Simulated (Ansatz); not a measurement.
The same path of CH₉AlOSi₂ (14 atoms, charge 0, multiplicity 1) was run twice with different band settings. Lost on the way: Si2–H7. Made: O1–H7.

The calculation used Ansatz, UKS PBE0-D4/STO-3G.

Relaxed end points:

```xyz
14
Properties=species:S:1:pos:R:3
O 0.388 1.201 1.362
Si -0.396 0.816 -0.139
Al -2.698 0.985 -0.111
C 0.206 -0.933 -0.481
Si 1.954 -1.242 0.109
H 0.258 2.207 1.448
H 0.209 1.653 -1.167
H -3.527 0.072 0.747
H -3.402 2.007 -0.960
H 0.157 -1.123 -1.558
H -0.455 -1.667 -0.011
H 2.436 -2.505 -0.400
H 2.015 -1.291 1.550
H 2.842 -0.206 -0.362
```

```xyz
14
Properties=species:S:1:pos:R:3
O -0.008 1.078 1.381
Si -0.293 1.198 -0.585
Al -2.582 0.924 -0.364
C 0.108 -0.701 -0.702
Si 1.878 -1.076 -0.241
H 0.264 2.000 1.695
H 0.865 0.564 1.490
H -3.335 1.220 0.916
H -3.489 0.561 -1.518
H -0.038 -1.002 -1.746
H -0.541 -1.359 -0.111
H 2.173 -2.476 -0.031
H 2.162 -0.423 1.033
H 2.823 -0.537 -1.188
```

Common settings: spring 5.0 eV/Å²; optimiser quadratic models (default); start path through a guess of the saddle point; force threshold 0.05 eV/Å; end points relaxed.

| run | movable images | climbing image | iteration limit |
| --- | --- | --- | --- |
| 1 | 9 | yes | 24 |
| 2 | 8 | no | 26 |

(1) What does each run give, and how far can it be trusted?

## Answers

(1) Run 1: converged after 18 iterations, highest image 3.397 eV above the first end. A structure lower than the first end lies on the path between it and the top, so the climb from that side starts below the end, which may itself be a saddle point or a shallow side well. Neighbouring images differ by up to 2.7 eV, so the band resolves the path poorly. A vibrational analysis at the climbing image gives one clearly imaginary mode, 1063i cm⁻¹: a first-order saddle point.
Run 2: converged after 20 iterations, highest image 2.872 eV above the first end. Beside the main top the profile has a ripple of under 15 meV (maxima at images 5, 8), which may be a very shallow well or noise. A structure lower than the first end lies on the path between it and the top, so the climb from that side starts below the end, which may itself be a saddle point or a shallow side well. Neighbouring images differ by up to 2.5 eV, so the band resolves the path poorly. No image climbed, so the highest image needn't sit at the top of the path.
The orbitals stay closed-shell, which can raise the energy where a bond breaks towards radicals; this wasn't checked here. Limits of this set-up: minimal basis.
